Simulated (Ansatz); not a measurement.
Mulliken charges of FH4PSSn, SMILES `[F][SnH2][PH]S` from B3LYP/def2-TZVPP in Ansatz (PBE0-D4/def2-TZVP geometry).

```json
{"atom": "F1", "x (Å)": "-2.266", "y (Å)": "0.989", "z (Å)": "0.735", "charge (e)": "-0.501"}
{"atom": "Sn2", "x (Å)": "-0.507", "y (Å)": "1.206", "z (Å)": "-0.022", "charge (e)": "0.893"}
{"atom": "P3", "x (Å)": "0.761", "y (Å)": "-0.774", "z (Å)": "0.833", "charge (e)": "-0.118"}
{"atom": "S4", "x (Å)": "0.551", "y (Å)": "-2.037", "z (Å)": "-0.861", "charge (e)": "-0.195"}
{"atom": "H5", "x (Å)": "-0.775", "y (Å)": "1.202", "z (Å)": "-1.705", "charge (e)": "-0.119"}
{"atom": "H6", "x (Å)": "0.048", "y (Å)": "2.691", "z (Å)": "0.612", "charge (e)": "-0.126"}
{"atom": "H7", "x (Å)": "2.019", "y (Å)": "-0.205", "z (Å)": "0.490", "charge (e)": "0.049"}
{"atom": "H8", "x (Å)": "0.260", "y (Å)": "-3.130", "z (Å)": "-0.138", "charge (e)": "0.118"}
```

Q: By hand: the dipole of these point charges (1 e Å = 4.8032 D).

A: Σ q r = (0.701, 0.209, -0.185) e Å, of length 0.755 e Å = 3.63 D.

Q: How does the dipole of the full density compare? (Estimate.)

A: Ansatz gave: (0.533, -0.004, -0.112) e Å, 2.62 D; the point charges give 1.39 times that, at 17° from its direction.

Point charges leave out the atoms' own dipoles, such as those of lone pairs, and Mulliken's split depends on the basis, so the two needn't agree.

B3LYP here is the variant with VWN-RPA as its local correlation; programs differ in this.
